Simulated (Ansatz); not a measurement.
Consider the redistribution: `C[Si](F)(F)N=C=O` + `[CH3][GeH2][F]` → `O=C=N[Si](F)(F)F` + `[CH3][GeH2][CH3]`.

Calculated with Ansatz (gas phase, PBE0-D4/def2-TZVP geometries, no zero-point term in ΔE). CCSD(T)/CBS adds triple-zeta CCSD(T) − MP2 to the extrapolated MP2 energy (def2 sets, frozen cores). DFT in def2-TZVPP. HSE06 is defined as in plane-wave codes. For Ge outer-core shells are correlated without core-valence functions, which leaves a few kJ/mol of doubt a bond. Scalar relativity is left out up to krypton. One conformer a species, not always the lowest.

Is it downhill or uphill in electronic energy at CCSD(T)/CBS, and by how much? (Estimate.)

Computed: Downhill: ΔE = -14.0 kcal/mol.

What do these levels give: r2SCAN-D4, HSE06-D4, ωB97M-V, B2PLYP, PBE-QIDH, r2SCANh, r2SCAN0, MP2/def2-SVP, MP2/def2-TZVPP, SCS-MP2/def2-TZVPP, MP2/CBS(def2), CCSD/CBS(def2)? (Estimate.)

The calculation gave: r2SCAN-D4 -12.3, HSE06-D4 -12.0, ωB97M-V -12.0, B2PLYP -12.6, PBE-QIDH -13.5, r2SCANh -12.8, r2SCAN0 -13.3, MP2/def2-SVP -10.1, MP2/def2-TZVPP -14.6, SCS-MP2/def2-TZVPP -13.9, MP2/CBS(def2) -14.3, CCSD/CBS(def2) -14.3 kcal/mol.

Largest T1 diagnostic among the species: 0.014.

Leaving LDA and LC-ωPBE aside and taking each functional with its dispersion term where it has one, the values, not all of them listed here, spread over 3.2 kcal/mol, from PBE-QIDH to revPBE-D4. LDA lies −1.9 kcal/mol from PBE without D4. From PBE to PBE0 (25 % exact exchange), in def2-TZVPP and without D4, ΔE moves by −1.4 kcal/mol. In def2-TZVPP, CCSD(T) changes the Hartree–Fock value by −1.0 kcal/mol (the triples alone add +0.2 kcal/mol) and MP2 by −1.3 kcal/mol.
